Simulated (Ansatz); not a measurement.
Reaction (substitution at a C–Cl bond): `C=CCCl` + `BN` → `BNCC=C` + HCl

Computed with Ansatz on PBE0-D4/def2-TZVP structures; ΔE is electronic, products minus reactants. CCSD(T)/CBS is the MP2 limit (def2-TZVPP, def2-QZVPP) plus CCSD(T) − MP2 in def2-TZVPP, frozen cores. This one scheme is used for every species. DFT in def2-TZVPP. Each species was taken in one conformer, which may not be the lowest.

```
 species  BLYP-D4 energy (Eh)
`C=CCCl`           -577.51125
    `BN`            -82.03935
`BNCC=C`           -198.73360
     HCl           -460.81454
```

Task: Work out ΔE.

Result: ΔE = (-198.73360) + (-460.81454) − (-577.51125) − (-82.03935) = 0.00246 Eh = +0.07 eV. CCSD(T)/CBS gives +0.02 eV.

Largest T1 diagnostic among the species: 0.012.

In def2-TZVPP, CCSD(T) changes the Hartree–Fock value by −0.08 eV (the triples alone add +0.00 eV) and MP2 by −0.05 eV. From BLYP to BHLYP (50 % exact exchange), in def2-TZVPP and without D4, ΔE moves by −0.05 eV.
